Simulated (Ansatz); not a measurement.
Molecule: C$_{3}$H$_{6}$O (charge 0, singlet). SMILES: O1[C@H](C1)C
Structure (B3LYP-D3(BJ)/def2-TZVP (Ansatz, a program for electronic structure) minimum search):
```
C
H 1 1.0883
O 1 1.4326 2 113.21
C 3 1.4309 1 61.46 2 108.79
H 4 1.0859 3 115.26 1 -111.45
H 4 1.0864 5 115.42 3 138.05
C 1 1.5007 2 115.53 3 -138.24
H 7 1.0905 1 110.63 2 -179.55
H 7 1.0919 8 108.34 1 121.39
H 7 1.0926 8 108.70 9 117.14
```
Charge 0, spin multiplicity 1.

Wanted: atomisation energy, in kcal/mol. Set-up: frozen cores in correlated levels; UHF or UKS for open shells; 6-311+G** with 5d; LANL2DZ all-electron up to Ne; atomisation electronic, to ground-state atoms; spin-orbit terms left out; six Cartesian d functions in 6-31G* and its kin unless marked 5d; non-relativistic. Basis-set limits of correlation are two-point, X^-3; Hartree-Fock from the larger set. [CCSD(T)-MP2]/basis is that difference in the basis named. Ab initio and DFT rows: single points at B3LYP-D3(BJ) geometries (Ansatz).

Coupled cluster (Ansatz) is a level with limits of its own, used here on species with T1 under 0.025 (0.045 for open shells) and stable references: RI-MP2/CBS(aug-cc-pVTZ,aug-cc-pVQZ)+[CCSD(T)-MP2]/aug-cc-pVTZ.

Value to compare with, RI-MP2/CBS(aug-cc-pVTZ,aug-cc-pVQZ)+[CCSD(T)-MP2]/aug-cc-pVTZ (Ansatz): 949.4 kcal/mol.

```json
[
 {"level": "MP2/STO-3G", "program": "Ansatz", "atomisation energy (kcal/mol)": "930.9", "difference": "-18.5"},
 {"level": "MP2/3-21G", "program": "Ansatz", "atomisation energy (kcal/mol)": "803.7", "difference": "-145.7"},
 {"level": "MP2/LANL2DZ", "program": "Ansatz", "atomisation energy (kcal/mol)": "788.1", "difference": "-161.3"},
 {"level": "MP2/6-31G*", "program": "Ansatz", "atomisation energy (kcal/mol)": "884.3", "difference": "-65.1"},
 {"level": "MP2/6-311+G**", "program": "Ansatz", "atomisation energy (kcal/mol)": "910.0", "difference": "-39.4"}
]
```

Among the 5 habitual levels, MP2/LANL2DZ lies farthest from RI-MP2/CBS(aug-cc-pVTZ,aug-cc-pVQZ)+[CCSD(T)-MP2]/aug-cc-pVTZ (Ansatz) (-161.3 kcal/mol) and MP2/STO-3G nearest (-18.5); 0 of 5 lie above it, and their mean absolute difference is 86.0 kcal/mol, the median 65.1. One case shows no general order.

The sets are all those run for this method; runs whose electronic state is in doubt are left out.
